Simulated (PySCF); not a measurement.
Delta-SCF ions had no search for a lower state. Excitations are Tamm–Dancoff values on a coarser integration grid. The basis has no diffuse functions, so Rydberg states are missing or too high.

## C2H2OSi, SMILES `C#C[SiH]=O` (charge 0, multiplicity 1)

Computed with PBE0-D3(BJ)/def2-TZVP (PySCF 2.14.0).

```json
{
 "HOMO": "-8.32 eV",
 "dipole_moment": "4.56 D",
 "LUMO": "-2.49 eV",
 "HOMO–LUMO gap": "5.84 eV",
 "S1 excitation (TDA)": "4.08 eV",
 "S1 oscillator strength": "0.000",
 "brightest of the four lowest singlets (TDA)": "5.48 eV",
 "T1 excitation (TDA)": "3.73 eV",
 "S1–T1 gap (TDA)": "0.35 eV",
 "vertical ionisation energy (Delta-SCF)": "10.45 eV",
 "total_energy": "-12023.04 eV",
 "cost": "about 50 core-seconds (a rough figure)"
}
```

```xyz
6

C      1.7434    -0.2167     0.0120
C      0.5485    -0.0513    -0.0242
Si    -1.2385     0.1759    -0.0451
O     -2.0091     0.9141    -1.1196
H      2.8008    -0.3582     0.0359
H     -1.8452    -0.4639     1.1409
```
Charge 0, spin multiplicity 1.
